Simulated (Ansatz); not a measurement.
A nudged elastic band was laid between two geometries of ClGeH3 + H2O (8 atoms, charge 0, multiplicity 1).

Computed with RKS PBE-D4/def2-mTZVP (Ansatz).

- movable images: 7
- climbing image: yes
- spring: 5.0 eV/Å²
- optimiser: quadratic models (default)
- start path: through a guess of the saddle point
- force threshold: 0.03 eV/Å
- iteration limit: 55
- end points: relaxed

Image 0:

```xyz
8
Properties=species:S:1:pos:R:3
Ge 0.425 0.039 -0.110
Cl 0.324 -0.094 2.088
H 1.938 0.084 -0.426
H -0.289 1.339 -0.519
H -0.231 -1.238 -0.672
O -2.687 0.032 0.788
H -3.189 -0.802 0.812
H -2.168 0.009 1.617
```

Image 8:

```xyz
8
Properties=species:S:1:pos:R:3
Ge -0.263 -0.074 -0.562
Cl -0.861 0.690 3.290
H 0.956 -0.814 0.038
H -0.077 1.452 -0.606
H -0.670 -0.670 -1.931
O -1.700 -0.275 0.569
H -1.937 -1.214 0.692
H -1.325 0.274 2.087
```

(1) What changes between the two ends?

(2) Give the energies along the band, and the barrier.

(3) What is the geometry of the highest image?

(4) What are the harmonic wavenumbers there?

Results:

(1) Bonds broken: Ge1–Cl2, O6–H8. Bonds formed: Ge1–O6, Cl2–H8. ClGeH3 + H2O becomes ClH + GeH4O.

(2) The run converged. The highest image is number 4 of 0 to 8, 0.89 eV above the first end and 0.44 eV above the last; the last end lies 0.45 eV above the first. A vibrational analysis at the climbing image gives one clearly imaginary mode, 153i cm⁻¹: a first-order saddle point. The orbitals stay closed-shell, which can raise the energy where a bond breaks towards radicals; this wasn't checked here.

```
image  path coordinate (Å)  energy (eV)  Ge1–Cl2 (Å)  O6–H8 (Å)  Ge1–O6 (Å)
    0                 0.00         0.00         2.20       0.98        3.24
    1                 0.85         0.03         2.20       0.98        3.43
    2                 1.69         0.13         2.21       0.98        3.28
    3                 2.54         0.61         2.31       0.99        2.60
    4                 3.39         0.89         2.66       1.04        2.06
    5                 3.82         0.79         2.96       1.19        1.94
    6                 4.25         0.55         3.28       1.48        1.87
    7                 4.68         0.46         3.67       1.64        1.84
    8                 5.11         0.45         3.97       1.66        1.84
```

(3) 
```xyz
8
Properties=species:S:1:pos:R:3:forces:R:3
Ge -0.199 0.068 -0.211 0.00 0.00 0.00
Cl -0.062 0.792 2.348 0.00 0.00 0.00
H 1.074 -0.726 0.141 0.00 0.00 0.00
H -0.118 1.565 -0.541 0.00 0.00 0.00
H -0.848 -0.666 -1.435 0.00 0.00 0.00
O -1.969 -0.335 0.770 0.00 0.00 0.00
H -2.152 -1.297 0.808 0.00 0.00 0.00
H -1.604 -0.031 1.698 0.00 0.00 0.00
```

(4) 153i, 167, 309, 353, 387, 536, 605, 742, 767, 864, 909, 1019, 1514, 2003, 2103, 2158, 2578, 3656 cm⁻¹.

Time of the run: 12 min on 2 threads of Intel(R) Xeon(R) Processor @ 2.50GHz (Skylake/Cascade Lake), with other jobs on the host, peak memory 0.15 GiB.
